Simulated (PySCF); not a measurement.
First SCF of a structure search on quartet CrCl₂⁺, at a hand-made linear geometry. PySCF input:

```python
from pyscf import gto, scf, dft
mol = gto.M(atom='''
Cr     0.000000     0.000000     0.000000
Cl     0.000000     0.000000     2.165800
Cl     0.000000     0.000000    -2.165800''',
    basis={'Cr': 'def2-SVP', 'Cl': 'def2-SVP'},
    charge=1, spin=3)
mf = dft.UKS(mol, xc='PBE0')
mf.grids.atom_grid = (50, 194)
aux = {'Cr': 'def2-universal-JKFIT', 'Cl': 'def2-universal-JKFIT'}
mf = mf.density_fit(auxbasis=aux)
mf.conv_tol = 1e-08
mf.diis_space = 10
mf.max_cycle = 60
mf.init_guess = 'minao'
mf.verbose = 4
mf.kernel()
```

Excerpt of the output (cycles alone):

```
init E= -1963.71055418796
cycle= 1 E= -1963.61958814207  delta_E= 0.091  |g|= 0.171  |ddm|= 2.02
cycle= 2 E= -1963.51513284554  delta_E= 0.104  |g|= 0.449  |ddm|= 0.542
cycle= 3 E= -1963.64137775949  delta_E= -0.126  |g|= 0.104  |ddm|= 0.49
cycle= 4 E= -1963.65158428437  delta_E= -0.0102  |g|= 0.0384  |ddm|= 0.153
cycle= 5 E= -1963.65411679265  delta_E= -0.00253  |g|= 0.0366  |ddm|= 0.0976
cycle= 6 E= -1963.65603937145  delta_E= -0.00192  |g|= 0.0349  |ddm|= 0.141
cycle= 7 E= -1963.65658499751  delta_E= -0.000546  |g|= 0.0197  |ddm|= 0.0267
cycle= 8 E= -1963.65681127118  delta_E= -0.000226  |g|= 0.00309  |ddm|= 0.0212
cycle= 9 E= -1963.65681853797  delta_E= -7.27e-06  |g|= 0.00119  |ddm|= 0.00608
cycle= 10 E= -1963.65681933981  delta_E= -8.02e-07  |g|= 7.91e-05  |ddm|= 0.00135
cycle= 11 E= -1963.65681937391  delta_E= -3.41e-08  |g|= 1.93e-05  |ddm|= 0.000742
cycle= 12 E= -1963.65681937461  delta_E= -7.03e-10  |g|= 3.47e-06  |ddm|= 9.46e-05
Extra cycle  E= -1963.6568193745  delta_E= 1.18e-10  |g|= 1.51e-05  |ddm|= 1.75e-05
converged SCF energy = -1963.6568193745  <S^2> = 4.2173134  2S+1 = 4.227204
```

No lower solution of this spin was found from smeared starts or by a stability analysis within the unrestricted form.

Open d and f shells are described by one determinant, and the ground state may have another occupation or spin.

The search for the lowest solution, 3 starts and the stability check together, took 59 s on 2 threads of a shared Intel Xeon @ 2.50GHz (Skylake/Cascade Lake) host, with 67 basis functions; the process peaked at 0.33 GiB. Launch command: `OMP_NUM_THREADS=2 python axn.py task.json out`.
